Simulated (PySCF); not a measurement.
## Reading a saddle point

A first-order saddle point of ZnH2BrCl, singlet, PBE0-D4/def2-TZVP, with one imaginary mode of 837i cm⁻¹:

```csv
atom,x (Å),y (Å),z (Å)
Zn1,-0.5440,0.0666,0.3914
Br2,1.0860,-0.8308,-1.4807
Cl3,-2.4727,-0.6102,0.8644
H4,1.1460,0.3551,-0.3283
H5,0.7846,1.0193,0.5532
```

PySCF 2.14 with density fitting (its default auxiliary sets; JK sets also for MP2 and CCSD(T)); basis: def2-TZVPP and def2-QZVPP; cores frozen in the correlated methods. The 3s and 3p shells of Cu and Zn are frozen; filled d shells are correlated. The def2 sets are not built for correlating such inner shells, so the correlated values are less sure here. Extrapolation: Hartree–Fock as exp(−7.88 √X), correlation as X^−2.97.

(1) Which contacts change along the imaginary mode, and what lies on either side? (Judge from chemistry; the calculation decides.)

(2) Which side is lower, and how far does the saddle lie above each? (An estimate is asked for; the value comes from the calculation.)

T1 diagnostic: at most 0.012.

Results:

(1) By the calculation: The step is ZnBrCl + H₂ → ZnHCl ([Cl][ZnH]) + HBr, with the molecules in contact on both sides. Shortening one way: Zn1–H5, Br2–H4; lengthening the same way: Zn1–Br2, H4–H5.
```json
{"pair": "Zn1–H5", "one side (Å)": "2.75", "saddle (Å)": "1.64", "other side (Å)": "1.53"}
{"pair": "Br2–H4", "one side (Å)": "3.38", "saddle (Å)": "1.65", "other side (Å)": "1.42"}
{"pair": "Zn1–Br2", "one side (Å)": "2.23", "saddle (Å)": "2.64", "other side (Å)": "3.02"}
{"pair": "H4–H5", "one side (Å)": "0.75", "saddle (Å)": "1.16", "other side (Å)": "3.43"}
```

(2) The calculation gives: The side with Zn1–Br2, H4–H5 short is lower by 113.8 kJ/mol; the saddle lies 166.6 kJ/mol above it and 52.8 kJ/mol above the other (CCSD(T) at an estimated basis limit (MP2 extrapolated from triple and quadruple zeta, plus CCSD(T) − MP2 in triple zeta); electronic energies).

Labels in which every atom is bracketed show which atoms are joined, not bond orders.

For scale, one of the runs: CCSD(T)/def2-TZVPP, 182 basis functions, launched by `OMP_NUM_THREADS=4 python run.py`. The run took 8.2 min on 4 CPU threads of an Arm Neoverse V1 (shared host), with 2.3 GiB of host memory at its peak.
